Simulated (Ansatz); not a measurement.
Ansatz (a program for electronic structure) input (B3LYP-D3(BJ)/def2-TZVP):

Ansatz 0.2 input:
```yaml
crystal:
  periodic: [false, false, false]
  atoms:
    - {symbol: Cu, position_ang: [-0.00000000, -0.00000000, -0.44364752]}
    - {symbol: F, position_ang: [0.00000000, 0.00000000, 1.42953089]}
basis:
  gaussian:
    orbitals: def2-TZVP
hamiltonian:
  xc: b3lyp
  dispersion: d3bj
total_charge: -1
magnetization: {spin_polarized: true, initial_magnetization: 1}
phonons: {temperatures: {t_min: 298.15, t_max: 298.15, t_step: 100}}
```

Output:

```
Functional definition: B3LYP
integrals: 0.02 GiB planned
703 factors; integrals over basis functions are off by at most 3.2e-4 eV
mean field: 0.33 GiB planned
mean field evaluation 1: about -47324.4064 eV, gradient 1.5e2 eV
mean field evaluation 2: about -47249.3019 eV, gradient 2.7e2 eV
mean field evaluation 4: about -47359.5051 eV, gradient 2.5e1 eV
mean field evaluation 8: about -47361.3160 eV, gradient 5.1e-1 eV
mean field evaluation 16: about -47361.3176 eV, gradient 4.1e-4 eV
mean field -47361.31760788 eV, -1740.4963194354 hartree, gradient 5.4e-5 eV, S^2 0.752664; 0 other end points of the search recorded, 0 dependent functions left out
the calculation of the forces begins
reference -47361.31778341 eV, -1740.4963258862 hartree; 20, 19 occupied and 56, 57 virtual orbitals, 703 factors
these checks for a lower state are left out or cut short: stability, starts, cluster_reference, orbital_swaps, neighbouring_geometries, increment
integrals: 0.02 GiB planned
703 factors; integrals over basis functions are off by at most 3.2e-4 eV
mean field: 0.33 GiB planned
mean field -47361.31760788 eV, -1740.4963194354 hartree, gradient 8.0e-7 eV, S^2 0.752664; 0 other end points of the search recorded, 0 dependent functions left out
the calculation of the forces begins
reference -47361.31778341 eV, -1740.4963258861 hartree; 20, 19 occupied and 56, 57 virtual orbitals, 703 factors
these checks for a lower state are left out or cut short: stability, starts, cluster_reference, orbital_swaps, neighbouring_geometries, increment
integrals: 0.02 GiB planned
703 factors; integrals over basis functions are off by at most 3.2e-4 eV
mean field: 0.33 GiB planned
mean field evaluation 32: about -47361.3176 eV, gradient 6.3e-5 eV
mean field -47361.31760788 eV, -1740.4963194354 hartree, gradient 8.0e-7 eV, S^2 0.752664; 0 other end points of the search recorded, 0 dependent functions left out
the calculation of the forces begins
reference -47361.31778341 eV, -1740.4963258861 hartree; 20, 19 occupied and 56, 57 virtual orbitals, 703 factors
these checks for a lower state are left out or cut short: stability, starts, cluster_reference, orbital_swaps, neighbouring_geometries, increment
integrals: 0.02 GiB planned
703 factors; integrals over basis functions are off by at most 3.2e-4 eV
mean field: 0.33 GiB planned
mean field -47361.31760788 eV, -1740.4963194354 hartree, gradient 8.0e-7 eV, S^2 0.752664; 0 other end points of the search recorded, 0 dependent functions left out
the calculation of the forces begins
reference -47361.31778341 eV, -1740.4963258861 hartree; 20, 19 occupied and 56, 57 virtual orbitals, 703 factors
these checks for a lower state are left out or cut short: stability, starts, cluster_reference, orbital_swaps, neighbouring_geometries, increment
integrals: 0.02 GiB planned
703 factors; integrals over basis functions are off by at most 3.2e-4 eV
mean field: 0.33 GiB planned
mean field -47361.31760788 eV, -1740.4963194354 hartree, gradient 8.0e-7 eV, S^2 0.752664; 0 other end points of the search recorded, 0 dependent functions left out
the calculation of the forces begins
reference -47361.31778341 eV, -1740.4963258861 hartree; 20, 19 occupied and 56, 57 virtual orbitals, 703 factors
these checks for a lower state are left out or cut short: stability, starts, cluster_reference, orbital_swaps, neighbouring_geometries, increment
integrals: 0.02 GiB planned
703 factors; integrals over basis functions are off by at most 3.2e-4 eV
mean field: 0.33 GiB planned
mean field -47361.31757586 eV, -1740.4963182588 hartree, gradient 1.2e-6 eV, S^2 0.752673; 0 other end points of the search recorded, 0 dependent functions left out
the calculation of the forces begins
reference -47361.31775134 eV, -1740.4963247074 hartree; 20, 19 occupied and 56, 57 virtual orbitals, 703 factors
these checks for a lower state are left out or cut short: stability, starts, cluster_reference, orbital_swaps, neighbouring_geometries, increment
integrals: 0.02 GiB planned
703 factors; integrals over basis functions are off by at most 3.2e-4 eV
mean field: 0.33 GiB planned
mean field -47361.31757449 eV, -1740.4963182086 hartree, gradient 1.4e-6 eV, S^2 0.752655; 0 other end points of the search recorded, 0 dependent functions left out
the calculation of the forces begins
reference -47361.31775009 eV, -1740.4963246616 hartree; 20, 19 occupied and 56, 57 virtual orbitals, 703 factors
these checks for a lower state are left out or cut short: stability, starts, cluster_reference, orbital_swaps, neighbouring_geometries, increment
integrals: 0.02 GiB planned
703 factors; integrals over basis functions are off by at most 3.2e-4 eV
mean field: 0.33 GiB planned
mean field evaluation 64: about -47361.2654 eV, gradient 2.3e-1 eV
mean field -47361.31760788 eV, -1740.4963194354 hartree, gradient 8.0e-7 eV, S^2 0.752664; 0 other end points of the search recorded, 0 dependent functions left out
the calculation of the forces begins
reference -47361.31778341 eV, -1740.4963258861 hartree; 20, 19 occupied and 56, 57 virtual orbitals, 703 factors
these checks for a lower state are left out or cut short: stability, starts, cluster_reference, orbital_swaps, neighbouring_geometries, increment
integrals: 0.02 GiB planned
703 factors; integrals over basis functions are off by at most 3.2e-4 eV
mean field: 0.33 GiB planned
mean field -47361.31760788 eV, -1740.4963194354 hartree, gradient 8.0e-7 eV, S^2 0.752664; 0 other end points of the search recorded, 0 dependent functions left out
the calculation of the forces begins
reference -47361.31778341 eV, -1740.4963258861 hartree; 20, 19 occupied and 56, 57 virtual orbitals, 703 factors
these checks for a lower state are left out or cut short: stability, starts, cluster_reference, orbital_swaps, neighbouring_geometries, increment
integrals: 0.02 GiB planned
703 factors; integrals over basis functions are off by at most 3.2e-4 eV
mean field: 0.33 GiB planned
mean field -47361.31760788 eV, -1740.4963194354 hartree, gradient 8.0e-7 eV, S^2 0.752664; 0 other end points of the search recorded, 0 dependent functions left out
the calculation of the forces begins
reference -47361.31778341 eV, -1740.4963258861 hartree; 20, 19 occupied and 56, 57 virtual orbitals, 703 factors
these checks for a lower state are left out or cut short: stability, starts, cluster_reference, orbital_swaps, neighbouring_geometries, increment
integrals: 0.02 GiB planned
703 factors; integrals over basis functions are off by at most 3.2e-4 eV
mean field: 0.33 GiB planned
mean field -47361.31760788 eV, -1740.4963194354 hartree, gradient 8.0e-7 eV, S^2 0.752664; 0 other end points of the search recorded, 0 dependent functions left out
the calculation of the forces begins
reference -47361.31778341 eV, -1740.4963258861 hartree; 20, 19 occupied and 56, 57 virtual orbitals, 703 factors
these checks for a lower state are left out or cut short: stability, starts, cluster_reference, orbital_swaps, neighbouring_geometries, increment
integrals: 0.02 GiB planned
703 factors; integrals over basis functions are off by at most 3.2e-4 eV
mean field: 0.33 GiB planned
mean field evaluation 96: about -47361.3176 eV, gradient 1.2e-6 eV
mean field -47361.31757449 eV, -1740.4963182086 hartree, gradient 1.4e-6 eV, S^2 0.752655; 0 other end points of the search recorded, 0 dependent functions left out
the calculation of the forces begins
reference -47361.31775009 eV, -1740.4963246616 hartree; 20, 19 occupied and 56, 57 virtual orbitals, 703 factors
these checks for a lower state are left out or cut short: stability, starts, cluster_reference, orbital_swaps, neighbouring_geometries, increment
integrals: 0.02 GiB planned
703 factors; integrals over basis functions are off by at most 3.2e-4 eV
mean field: 0.33 GiB planned
mean field -47361.31757586 eV, -1740.4963182588 hartree, gradient 1.2e-6 eV, S^2 0.752673; 0 other end points of the search recorded, 0 dependent functions left out
the calculation of the forces begins
reference -47361.31775134 eV, -1740.4963247074 hartree; 20, 19 occupied and 56, 57 virtual orbitals, 703 factors
Total energy: -47361.33763580 eV, -1740.4970554478 hartree
Atom 0 at    -0.000000    -0.000000    -0.443648 Å, force    -0.000000    -0.000000     0.000003 eV/Å
Atom 1 at     0.000000     0.000000     1.429531 Å, force     0.000000    -0.000000    -0.000003 eV/Å
Dipole moment:     0.000000     0.000000    -0.421472 e Å
Vibrations: 441.13 cm⁻¹, zero-point energy 0.027347 eV
```

The spin state was set by rule; other spins were not relaxed.
